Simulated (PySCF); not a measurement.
Vertical excitations of a molecule C3H5NOSi from TDA-LC-ωPBE/def2-SVPD in PySCF 2.14.0, as energy in eV (oscillator strength): 3.51 (0.000), 4.90 (0.065), 5.91 (0.005), 7.02 (0.002), 7.25 (0.014), 7.77 (0.008), 7.82 (0.010), 7.92 (0.020), 7.97 (0.012), 8.20 (0.021). Lowest triplet (TDA): 2.72 eV. The structure is a stationary point at ωB97X-D3(BJ)/def2-SVP. Other conformers were not sampled.

### Question
Which molecule gave these data?
A. O[Si@H]1C=CN=C1
B. O=CC1=NC[SiH2]1
C. C=C=C1N[SiH2]O1
D. C=C1OC=N[SiH2]1

### Answer
A, O[Si@H]1C=CN=C1
